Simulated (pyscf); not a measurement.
PySCF, gas phase, ωB97X-D3(BJ)/def2-SVP geometries.

For H₃C–GeH₂–SnH₃ → H₃C–SnH₃ + GeH₂ [singlet], a 1,1-elimination (singlet surface; C–Ge, Ge–Sn broken, C–Sn formed), PBE/def2-TZVP gives ΔE‡ = 3.61 eV and ΔE = +2.21 eV (zero: the reactant's lowest minimum found). In which direction and how far do r²SCAN/def2-TZVP, B3LYP-D3(BJ)/def2-TZVP, ωB97M-D3(BJ)/def2-TZVP move these?

r²SCAN: ΔE‡ = 3.83 eV, ΔE = +2.40 eV; B3LYP-D3(BJ): ΔE‡ = 3.82 eV, ΔE = +2.13 eV; ωB97M-D3(BJ): ΔE‡ = 3.91 eV, ΔE = +2.10 eV. PBE's barrier lies under all of them, by 0.21 to 0.30 eV. Its reaction energy lies among theirs. On the product side the descent ends in a complex (not fully relaxed), 0.24 eV under the separated species and 1.77 eV under the saddle at ωB97X-D3(BJ)/def2-TZVP. At ωB97X-D3(BJ)/def2-TZVP the barrier from the zero used here is 4.05 eV. The same reactants have a lower exit, to H₃C–GeH₂• + SnH₃• (no saddle counted: cutting one bond costs +2.78 eV at ωB97M-D3(BJ)/def2-TZVP, against +3.91 eV here). This is the saddle that the search found; another between the same sides may lie lower. Elements up to Kr have no core potential and no relativistic terms here. Elements past Kr carry the def2 core potentials, without spin-orbit coupling.
